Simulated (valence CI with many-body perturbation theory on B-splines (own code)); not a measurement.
## Ladder of approximations for Ir⁶²⁺

Computed by configuration interaction combined with many-body perturbation theory (CI+MBPT): five valence electrons over a frozen Dirac-Fock core [Ne], radial functions for each j: 9 s, 9 p, 8 d, 6 f, 3 g, 1 h, with the one-electron correlation potential Σ1, the two-electron term Σ2, the three-electron term Σ3, Breit, model QED; selected CI, second order for the rest (own B-spline code, finite nucleus).

The last digits are not significant, and no measured levels were compared; by estimate large intervals hold to a few tenths of a per cent, small ones and those within an open d or f shell to about a per cent. Among the levels kept, up to 640 cm⁻¹ of a level comes from second order outside the variational space, and about a tenth of that is noise between levels of different J, which matters for small intervals.

Each rung adds one term. CI alone is the Dirac-Coulomb CI over the frozen core; QED comes last and gives the full result, which names the levels. Energies are above (3s^2 3p1/2^2 3p3/2) J=3/2 on the same rung, in Ry.

Levels are named by their leading jj configuration (3d3/2^4 stands for four electrons in 3d with j = 3/2), which in mixed levels can hold well under half, so a name can repeat and another be missing. Letters in brackets count levels of one name in rising energy.

```
                             Level  CI alone       Σ1       Σ2       Σ3    Breit      QED    Full
        (3s^2 3p1/2^2 3d3/2) J=3/2    17.959  -0.0191  -0.0227  -0.0116  -0.0602  -0.0775  17.768
        (3s^2 3p1/2^2 3d5/2) J=5/2    26.374  -0.0061  -0.0350  -0.0169  -0.2625  -0.0593  25.994
        (3s^2 3p1/2 3p3/2^2) J=3/2    30.844  +0.0153  +0.0145  +0.0016  -0.3685  +0.0331  30.539
        (3s^2 3p1/2 3p3/2^2) J=5/2    31.804  +0.0154  +0.0116  -0.0006  -0.4205  +0.0327  31.443
        (3s^2 3p1/2 3p3/2^2) J=1/2    32.935  +0.0154  +0.0097  -0.0028  -0.3553  +0.0322  32.634
        (3s 3p1/2^2 3p3/2^2) J=5/2    44.634  -0.0050  +0.0032  +0.0090  -0.1019  -0.3289  44.211
        (3s 3p1/2^2 3p3/2^2) J=3/2    46.900  -0.0046  -0.0114  +0.0047  -0.1775  -0.2417  46.469
        (3s 3p1/2^2 3p3/2^2) J=1/2    47.049  -0.0048  -0.0064  +0.0051  -0.0803  -0.3018  46.661
(3s^2 3p1/2 3p3/2 3d3/2) J=5/2 [a]    48.643  -0.0037  -0.0085  -0.0073  -0.4837  -0.0451  48.095
(3s^2 3p1/2 3p3/2 3d3/2) J=1/2 [a]    48.842  -0.0037  -0.0076  -0.0075  -0.4182  -0.0468  48.358
(3s^2 3p1/2 3p3/2 3d3/2) J=3/2 [a]    48.910  -0.0039  -0.0128  -0.0075  -0.4242  -0.0732  48.389
    (3s^2 3p1/2 3p3/2 3d3/2) J=7/2    49.650  -0.0035  -0.0076  -0.0107  -0.5412  -0.0437  49.043
(3s^2 3p1/2 3p3/2 3d3/2) J=5/2 [b]    51.935  -0.0036  -0.0442  -0.0200  -0.4556  -0.0550  51.356
(3s^2 3p1/2 3p3/2 3d3/2) J=1/2 [b]    52.714  -0.0038  -0.0536  -0.0192  -0.3735  -0.0838  52.181
(3s^2 3p1/2 3p3/2 3d3/2) J=3/2 [b]    52.831  -0.0040  -0.0687  -0.0194  -0.3560  -0.1206  52.263
(3s^2 3p1/2 3p3/2 3d5/2) J=7/2 [a]    55.967  +0.0093  -0.0054  -0.0081  -0.6342  -0.0251  55.303
    (3s^2 3p1/2 3p3/2 3d5/2) J=9/2    57.059  +0.0094  -0.0050  -0.0125  -0.7295  -0.0251  56.297
(3s^2 3p1/2 3p3/2 3d5/2) J=3/2 [a]    56.968  +0.0091  -0.0199  -0.0114  -0.6134  -0.0314  56.301
(3s^2 3p1/2 3p3/2 3d5/2) J=5/2 [a]    57.283  +0.0092  -0.0175  -0.0133  -0.6670  -0.0272  56.568
```

The middle columns are the shifts that each term adds.

(1) How does the ionisation energy move along the ladder, and which term matters most?

## Answers

(1) CI alone 6717.2, + Σ1 6718.2, + Σ2 6718.4, + Σ3 6717.9, + Breit 6711.9, + QED 6711.2 eV. The largest step is Breit, -5.9 eV. NIST lists 6708 ± 15 eV (theoretical).
